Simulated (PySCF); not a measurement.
Cu₂ (SMILES [Cu][Cu]), singlet, at a GFN2-xTB geometry (such geometries of metal compounds can be far from the true shape). Base run: DF-R2SCAN/6-31G** (PySCF).

The PySCF input:
```python
from pyscf import gto, scf, dft

mol = gto.M(
    atom='''
Cu   -0.000000   -0.000000   -1.112393
Cu    0.000000    0.000000    1.112393
''',
    basis='6-31g**',
    charge=0,
    spin=0,
    verbose=5,
)

mf = dft.RKS(mol)
mf.xc = 'r2scan'
mf = mf.density_fit(auxbasis='def2-universal-jkfit')
mf.kernel()
```

Variants of this job, named by their change:

```csv
change,basis functions,E (Eh),HOMO (eV),HOMO-LUMO gap (eV),core-seconds (rough)
base,68,-3280.27308,-2.80,0.20,10
basis = 6-31G,?,?,-2.80,?,8
basis = pc-1,62,?,?,?,10
basis = def2-SVP,62,-3280.50392,-3.81,1.54,6
basis = pcseg-1,62,?,?,?,7
basis = def2-SVPD,68,-3280.51044,-4.07,1.68,7
basis = 6-31G*,68,-3280.27308,-2.80,0.20,20
basis = def2-TZVPD,96,-3281.00986,-4.85,2.12,10
basis = pc-2,112,-3281.07901,-4.59,2.02,20
basis = pcseg-2,112,-3281.07416,-4.58,2.02,20
basis = cc-pVTZ,136,-3281.09085,-4.67,2.02,30
basis = aug-cc-pVTZ,?,?,?,2.09,30
basis = cc-pVQZ,208,-3281.09786,-4.79,2.09,50
```

**Question.** Fill in the missing entries.

**Answer.** 
- basis = 6-31G, basis functions: 54
- basis = 6-31G, E (Eh): -3280.26981
- basis = 6-31G, HOMO-LUMO gap (eV): 0.18
- basis = pc-1, E (Eh): -3280.84431
- basis = pc-1, HOMO (eV): -4.04
- basis = pc-1, HOMO-LUMO gap (eV): 1.64
- basis = pcseg-1, E (Eh): -3280.62305
- basis = pcseg-1, HOMO (eV): -4.09
- basis = pcseg-1, HOMO-LUMO gap (eV): 1.65
- basis = aug-cc-pVTZ, basis functions: 186
- basis = aug-cc-pVTZ, E (Eh): -3281.09443
- basis = aug-cc-pVTZ, HOMO (eV): -4.80

Totals compare only among sets that treat the same electrons; sets with core potentials leave the core out.
